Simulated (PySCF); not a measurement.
## From computed data to an observable: oscillator strength and radiative lifetime

F2H5NSi2, SMILES F[SiH](F)N[SiH3].

The structure is a stationary point at PBE0-D3(BJ)/def2-SVP. One conformer was computed; it need not be the lowest.

TDDFT-PBE/def2-SVPD run with PySCF 2.14.0 puts the first singlet state with f over 0.02 at 8.02 eV (vertical), with the transition dipole (0.541, -0.053, 0.000) in atomic units.

Problem. Find the oscillator strength, the wavelength and the radiative lifetime that this transition would have in vacuum if emission retraced absorption.

Solution. 
|μ|² = 0.2955 au, so |μ| = 1.38 D. ΔE = 8.02/27.211 = 0.2947 hartree. f = (2/3) ΔE |μ|² = 0.058 (the program prints 0.058).
λ = 1239.84/8.02 = 155 nm; ν = 64686 cm⁻¹.
Einstein's coefficient A = 0.6670 ν² f s⁻¹ (ν in cm⁻¹) = 1.6e8 s⁻¹, so τ = 1/A = 6.2 ns. This state is S8; the lower singlets have f = 0.006, 0.017, 0.006, 0.006, 0.001, 0.003, 0.005. The figure is the radiative limit of this one transition; relaxation, internal conversion, crossing to triplets and a medium change what is measured.
